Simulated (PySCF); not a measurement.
# Radial density of Pt (platinum, neutral)

BHandHLYP, [Xe] 4f14 5d8 6s2, high-spin 3F determinant (an excited configuration). Calculation: PySCF 2.14, in ANO-RCC-VTZP (8s7p5d3f1g, 84 functions); scalar relativity by spin-free X2C-1e.

| r (bohr) | 4πr²ρ (e/bohr) | 4πr²(ρα − ρβ) |
| --- | --- | --- |
| 0.0192 | 96.02 | -0.0011 |
| 0.0323 | 112.2 | 0.0034 |
| 0.0543 | 145.5 | 0.0442 |
| 0.0914 | 112.3 | 0.1398 |
| 0.154 | 134.2 | 0.0536 |
| 0.259 | 72.93 | 0.0924 |
| 0.435 | 82.30 | 0.1923 |
| 0.732 | 27.61 | 0.3018 |
| 1.23 | 14.10 | 1.6017 |
| 2.07 | 3.895 | 0.6769 |
| 3.48 | 0.7811 | 0.0414 |
| 5.86 | 0.04843 | -0.0049 |
| 9.85 | 0.0003019 | -0.0001 |

Densities and radii are taken from the X2C orbitals without a picture-change correction, which distorts them close to the nucleus.

Spin-orbit coupling, absent here, splits the open shell strongly.

Where is the radial spin density 4πr²(ρα − ρβ) most negative, and why is it negative at all?

Around r = 5.86 bohr, down to -0.0049 e/bohr: exchange with the open shell polarises the paired shells in an unrestricted calculation.
